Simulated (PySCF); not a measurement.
Simulation results for CH3B2Cl, CH4B2O

All values are calculated (PySCF 2.14.0). Calculation on a computer-drawn molecule: the log of a Hartree-Fock and frozen-core CCSD(T) single point meant for a local Hartree-Fock minimum, with one planted fault or none, to be diagnosed. Offsets are logged minus clean, where the clean run is the same molecule without the fault. The reference is restricted for singlets and unrestricted otherwise, and also for a bond in bohr or an excited solution. Adding or removing an electron swaps singlet and doublet. The excited solution moves the top pair (singlet) or top alpha electron (doublet) to the lowest empty orbital. Highest occupied and lowest empty are orbital energies over both spins, largest force is the largest gradient component, triples share is (T) over the correlation energy, the T1 limit is 0.02 restricted and 0.045 unrestricted, electrons count all cores, a negative frequency is imaginary (commonest isotopes), and the dipole is about the centre of nuclear charge.

Common to all runs: meant charge 0; meant multiplicity 1; logged SCF converged yes; logged CC converged yes; logged SCF stable within its kind yes; possible faults no fault, one electron removed, one electron added, multiplicity raised by two, geometry at a saddle point, SCF held on an excited solution, minimal basis STO-3G, one bond length entered in bohr, all coordinates scaled.

(1) 
```xyz
7
formula=CH3B2Cl meant_basis=cc-pV(D+d)Z logged_electrons=36 logged_basis_functions=27 logged_spin_squared=0 logged_highest_occupied=-7.4996 logged_lowest_empty=4.7071 logged_largest_force=0.037208 logged_T1_diagnostic=0.013488 logged_D1_diagnostic=0.05214 logged_triples_share=0.019527 logged_dipole_magnitude=1.8267 logged_energy_HF=-542.4158 logged_energy_CCSD(T)=-542.60247 planted_fault=minimal_basis_STO-3G HF_energy_offset_from_clean_run=3796 CCSD(T)_energy_offset_from_clean_run=3983
C     -2.2151     1.4448     0.1842
B     -1.1359     0.5698     0.2089
B      0.1676    -0.4646     0.2186
Cl     0.2188    -1.8018     1.3706
H     -2.2690     2.2737    -0.5145
H     -3.0576     1.3445     0.8609
H      1.0921    -0.3513    -0.5267
```

Units: logged_highest_occupied, logged_lowest_empty in eV; logged_largest_force in hartree/bohr; logged_dipole_magnitude in debye; logged_energy_HF, logged_energy_CCSD(T) in hartree; HF_energy_offset_from_clean_run, CCSD(T)_energy_offset_from_clean_run in kcal/mol.

Drawn bonds:
| atom | other atom | order |
| --- | --- | --- |
| 1 | 2 | 2 |
| 2 | 3 | 1 |
| 3 | 4 | 1 |
| 1 | 5 | 1 |
| 1 | 6 | 1 |
| 3 | 7 | 1 |

(2) 
```xyz
7
formula=CH3B2Cl meant_basis=cc-pV(D+d)Z logged_electrons=36 logged_basis_functions=80 logged_spin_squared=2.0145 logged_highest_occupied=-6.6483 logged_lowest_empty=-0.13984 logged_largest_force=0.12583 logged_T1_diagnostic=0.0145 logged_D1_diagnostic=0.058846 logged_triples_share=0.027273 logged_dipole_magnitude=5.2133 logged_energy_HF=-548.39266 logged_energy_CCSD(T)=-548.84123 planted_fault=multiplicity_raised_by_two HF_energy_offset_from_clean_run=45.78 CCSD(T)_energy_offset_from_clean_run=68.11
C     -2.2151     1.4448     0.1842
B     -1.1359     0.5698     0.2089
B      0.1676    -0.4646     0.2186
Cl     0.2188    -1.8018     1.3706
H     -2.2690     2.2737    -0.5145
H     -3.0576     1.3445     0.8609
H      1.0921    -0.3513    -0.5267
```

Units: logged_highest_occupied, logged_lowest_empty in eV; logged_largest_force in hartree/bohr; logged_dipole_magnitude in debye; logged_energy_HF, logged_energy_CCSD(T) in hartree; HF_energy_offset_from_clean_run, CCSD(T)_energy_offset_from_clean_run in kcal/mol.

Drawn bonds:
| atom | other atom | order |
| --- | --- | --- |
| 1 | 2 | 2 |
| 2 | 3 | 1 |
| 3 | 4 | 1 |
| 1 | 5 | 1 |
| 1 | 6 | 1 |
| 3 | 7 | 1 |

(3) 
```xyz
8
formula=CH4B2O meant_basis=cc-pVDZ logged_electrons=28 logged_basis_functions=76 logged_spin_squared=1.7359 logged_highest_occupied=-8.7299 logged_lowest_empty=1.2029 logged_largest_force=0.011214 logged_T1_diagnostic=0.039944 logged_D1_diagnostic=0.16618 logged_triples_share=0.030163 logged_dipole_magnitude=1.9526 logged_energy_HF=-164.2498 logged_energy_CCSD(T)=-164.72705 planted_fault=one_bond_length_entered_in_bohr,row_1_of_the_drawn_bonds HF_energy_offset_from_clean_run=105.9 CCSD(T)_energy_offset_from_clean_run=138.1
C      1.5812     1.3229     0.1195
B     -0.6548     1.5507     1.4770
B     -2.0939     1.6328     2.3604
O     -2.7951     2.7571     2.6178
H      2.0809     2.1768    -0.3275
H      2.0690     0.3648    -0.0323
H     -2.5503     0.6146     2.8072
H     -2.4325     3.5548     2.2647
```

Units: logged_highest_occupied, logged_lowest_empty in eV; logged_largest_force in hartree/bohr; logged_dipole_magnitude in debye; logged_energy_HF, logged_energy_CCSD(T) in hartree; HF_energy_offset_from_clean_run, CCSD(T)_energy_offset_from_clean_run in kcal/mol.

Drawn bonds:
| atom | other atom | order |
| --- | --- | --- |
| 1 | 2 | 2 |
| 2 | 3 | 1 |
| 3 | 4 | 1 |
| 1 | 5 | 1 |
| 1 | 6 | 1 |
| 3 | 7 | 1 |
| 4 | 8 | 1 |
